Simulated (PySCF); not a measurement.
Isomers of C7H13B and their computed core-level spectra.

The calculation used delta-SCF UKS SCAN, pcX-2 on the ionised atom, pcseg-1 elsewhere, spin-free X2C (PySCF). Geometries: PBE0-D3(BJ)/def2-SVP; isolated species, one conformer each.

Line lists (1s up to Mg, 2p3/2 beyond; areas count atoms within a level, one atom standing for each set equivalent by bonding):
1. B 1s: 195.01 eV; C 1s: 289.58 (area 1), 289.69 (area 1), 289.77 (area 2), 290.26 (area 1), 290.30 (area 1), 290.43 (area 1) eV
2. B 1s: 195.40 eV; C 1s: 289.75 (area 1), 289.94 (area 1), 290.01 (area 1), 290.25 (area 1), 290.29 (area 1), 290.36 (area 1), 290.38 (area 1) eV
3. B 1s: 194.93 eV; C 1s: 289.56 (area 1), 289.98 (area 1), 290.19 (area 2), 290.22 (area 2), 290.58 (area 1) eV

Structures:
A. `C=CBC1CCCC1`
B. `C=C1CC[C@H]1B(C)C`
C. `C=C[C@H]1BCCCC1`

Task: Which list belongs to which compound?

Result: 
- 1 = B: no other candidate has these counts of sites. B 1s: 195.01 three-coordinate boron; C 1s: 289.58 terminal =CH2 carbon, 289.69 sp3 carbon bound to boron, 289.77 sp3 carbon bound to boron (×2), 290.26 four-membered-ring carbon, 290.30 fully substituted alkene carbon, 290.43 allylic carbon.
- 2 = C: no other candidate has these counts of sites. B 1s: 195.40 three-coordinate boron; C 1s: 289.75 terminal =CH2 carbon, 289.94 sp3 carbon bound to boron, 290.01 sp3 carbon bound to boron, 290.25 alkene CH carbon, 290.29 ring CH2 carbon, 290.36 ring CH2 carbon, 290.38 ring CH2 carbon.
- 3 = A: no other candidate has these counts of sites. B 1s: 194.93 three-coordinate boron; C 1s: 289.56 sp3 carbon bound to boron, 289.98 alkene CH carbon, 290.19 ring CH2 carbon (×2), 290.22 ring CH2 carbon (×2), 290.58 terminal =CH2 carbon.

3 of these hole states are spin-contaminated (⟨S²⟩ up to 0.90, against 0.75; counted from 0.85) and less certain.
